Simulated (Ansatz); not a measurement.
Cartesian coordinates (Å):
```xyz
6

C     -0.5093    -0.6005    -0.0013
C     -0.2654     0.7413     0.0004
C      0.7747    -0.1408     0.0009
H     -1.2167    -1.4349    -0.0031
H     -0.6342     1.7712     0.0010
H      1.8509    -0.3363     0.0021
```
Charge +1, spin multiplicity 1.

Level of theory: frozen-core CCSD(T)/cc-pVTZ // PBE0-D3(BJ)/def2-SVP in Ansatz (a first-principles code).

```json
{
  "HF energy": "-115.04513 Ha",
  "MP2 correlation energy": "-0.42217 Ha"
}
```

Problem. Estimate the CCSD correlation energy, the (T) correction, the total energy and the T1 diagnostic.

Solution. 
```yaml
CCSD correlation energy: -0.44268 Ha
"(T) correction": -0.02128 Ha
CCSD(T) total energy: -115.50909 Ha
T1 diagnostic: 0.009
```
